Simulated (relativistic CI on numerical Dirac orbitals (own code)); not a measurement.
**Ce⁴²⁺: sensitivity of the levels to the model**

Base calculation: Dirac-Coulomb-Breit CI, KLI orbitals optimised for each configuration, model QED (radiative potential, 1s self-energy scaled to tabulated hydrogen-like ionisation energies), unscaled Slater integrals.

Configuration list (outside the closed core [Ne]): 3s2.3p4, 3s.3p5, 3s2.3p3.3d, 3p6, 3s.3p4.3d, 3p5.3d, 3s.3p3.3d2, 3s2.3p2.3d.4p, 3p5.4s, 3s.3p3.3d.4s, 3p5.4p, 3s2.3p3.4s, 3s2.3p3.4p, 3p4.3d.4p, 3s2.3p3.4d, 3s.3p4.4s, 3s2.3p3.4f, 3s.3p4.4p, 3s.3p4.4d, 3s.3p4.4f, 3s2.3p3.5s, 3s2.3p3.5p, 3s2.3p2.4s.4p, 3s2.3p3.5d, 3s2.3p3.5f, 3s2.3p3.5g, 3s.3p3.4s2, 3s.3p4.5s, 3s2.3p2.3d2, 3s2.3p.3d3, 3s.3p2.3d3, 3s2.3p.3d2.4s, 3s2.3p.3d2.4p, 3s2.3p.3d2.4d, 3p4.3d2, 3p3.3d3, 3p3.3d2.4s, 3p3.3d2.4p, 3p3.3d2.4d, 3s2.3p2.3d.4s, 3s.3p2.3d2.4s, 3s2.3p.3d.4s2, 3s2.3p.3d.4s.4p, 3s2.3p.3d.4s.4d, 3p4.3d.4s, 3p3.3d.4s2, 3p3.3d.4s.4p, 3p3.3d.4s.4d, 3s2.3p2.4s2, 3s.3p2.3d.4s2, 3s2.3p.4s2.4p, 3s2.3p.4s2.4d, 3s2.3p2.4p2, 3s2.3p.3d.4p2, 3s.3p2.3d.4p2, 3s2.3p.4s.4p2, 3s2.3p.4p3, 3s2.3p.4p2.4d, 3s.3p3.4s.4p, 3s.3p2.3d.4s.4p, 3s.3p2.4s2.4p, 3s.3p2.4s.4p2, 3s.3p2.4s.4p.4d. Double excitations out of closed p, d and f shells are left out; levels of such configurations are missing from the list, as are those of other unlisted configurations, and high levels can miss mixing partners. These lack a partner that the ground configuration has and come out too high: 3s2.3p3.4f, 3s.3p4.4p, 3s.3p4.4d, 3s.3p4.4f, 3s2.3p3.5s.

The lowest level and the first level of each name with at least 55 % of one term (blank where a level has no safe partner in the second run):

```
           Level  Base (eV)  Shift (eV)
    3s2.3p4 3P_2      0.000       0.000
    3s2.3p4 1S_0     14.370      +0.968
    3s2.3p4 3P_1    107.017      +0.614
    3s2.3p4 1D_2    114.592      +1.001
    3s2.3p4 3P_0    227.212      +2.651
    3s.3p5 3P°_2    237.506            
3s2.3p3.3d 3G°_5    309.781            
    3s.3p5 3P°_0    349.520            
  3s.3p4.3d 5F_5    419.837
```

At this charge energies of transitions that change n are usually good to better than 1 %, and those within a shell (Δn = 0) to a few per cent.

Problem. One thing was changed in a second run, which moved the levels as shown. Which?
A. QED terms removed
B. only the first configuration
C. Breit term removed
D. valence Slater integrals scaled by 0.9

Solution. B. Only the first configuration. With fewer configurations the levels that remain lose their mixing partners.

LS names give the leading component of a level, which can be under half, so a name can repeat, a term be missing and a line seem to break the LS rules.
